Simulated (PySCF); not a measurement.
## Fractional electron number in Nb²⁺ (niobium, charge +2)

The 4d alpha orbital of [Kr] 4d3 is emptied in steps (occupation f), with all orbitals relaxed, ending at [Kr] 4d2. Computed with PySCF 2.14 in aug-cc-pVDZ-PP with ECP28MDF (5s5p4d2f, 54 functions), with a scalar-relativistic core potential. The exact energy is a straight line in f; departures are measured from the line between the end points of the same method.

```csv
f,PBE0 (eV),r2SCAN (eV),LC-wPBE (eV)
1,0.000,0.000,0.000
0.75,-0.743,-0.966,-0.203
0.5,-0.995,-1.290,-0.272
0.25,-0.748,-0.967,-0.205
0,0.000,0.000,0.000
```

```csv
method,E(f=0) − E(f=1) (eV),−ε at f=1 (eV),−ε at f=0.5 (eV)
PBE0,25.529,21.583,25.516
r2SCAN,25.525,20.390,25.519
LC-wPBE,25.420,24.341,25.415
```

Orbital energy along the path (eV):

```json
{"f": "1", "PBE0": "-21.583", "r2SCAN": "-20.390", "LC-wPBE": "-24.341"}
{"f": "0.75", "PBE0": "-23.536", "r2SCAN": "-22.941", "LC-wPBE": "-24.873"}
{"f": "0.5", "PBE0": "-25.516", "r2SCAN": "-25.519", "LC-wPBE": "-25.415"}
{"f": "0.25", "PBE0": "-27.516", "r2SCAN": "-28.109", "LC-wPBE": "-25.964"}
{"f": "0", "PBE0": "-29.529", "r2SCAN": "-30.670", "LC-wPBE": "-26.517"}
```

Reference removal energy between the ground levels: 25.04 eV (semi-empirical (NIST evaluation); NIST Atomic Spectra Database, ionization energies). The calculation has no spin-orbit coupling. The determinant left behind need not be the lowest term of the ion.
